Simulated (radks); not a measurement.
Problem. The germanium ion Ge8+, configuration [Ar] 3d6 (the NIST ground configuration). All-electron calculation, non-relativistic Kohn-Sham, LB94 model potential, spin-polarised, spherical densities, point nucleus; open shells are filled with parallel spins first. Program: a radial shooting solver on a logarithmic mesh with Libxc functionals. Some entries of the table are withheld. Estimate them.

orbital  occ.  eigenvalue (eV)  <r^2> (bohr^2)
1s down     1        -11078.88        0.003055
1s up       1        -11078.77        0.003054
2s down     1        -1555.342         0.05329
2s up       1        -1554.787         0.05344
2p down     3        -1409.729         0.04147
2p up       3        -1409.113         0.04158
3s up       1        -348.0935          0.4252
3s down     1        -342.1256          0.4292
3p up       3        -299.1723          0.4364
3p down     3        -293.3052          0.4416
3d up       5        -214.1050          0.4409
3d down     1        -208.8358          0.4480
4s up       0        -136.7683           2.161
4s down     0        -134.9195           2.197
4p up       0              (1)           2.404
4p down     0              (2)           2.449

Solution. 
(1) 4p up eigenvalue (eV): -121.2233
(2) 4p down eigenvalue (eV): -119.5303
